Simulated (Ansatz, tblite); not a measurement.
Forces on Ti2Cl2 at its PBE-D4/def2-SVP geometry. The state is a singlet with charge 0.

The xTB rows come from tblite. The restricted singlet is unstable towards broken spin symmetry at other levels; at PBE-D4/def2-TZVP this wasn't settled. Another isomer (triplet) lies 0.51 eV lower at PBE0-D4/def2-TZVP; other spin states weren't run for this one.

GFN1-xTB (tblite), largest force 41.22 eV/Å:

```xyz
4
positions Å, forces eV/Å
Ti    0.418    0.342   -0.830    6.114   22.037  -34.291
Ti    0.134   -0.656    0.729   -6.382  -21.885   34.340
Cl    0.192    1.804   -2.525    0.120   -0.126    0.054
Cl   -0.744   -1.490    2.626    0.148   -0.026   -0.102
```

GFN2-xTB (tblite), largest force 37.40 eV/Å:

```
Ti 5.651 19.936 -31.131
Ti -5.687 -19.916 31.137
Cl -0.112 -0.466 0.709
Cl 0.147 0.446 -0.715
```

PBE-D4/def2-TZVP (Ansatz), largest force 0.23 eV/Å:

```
Ti 0.047 0.112 -0.190
Ti -0.021 -0.127 0.185
Cl -0.001 0.047 -0.060
Cl -0.024 -0.033 0.065
```
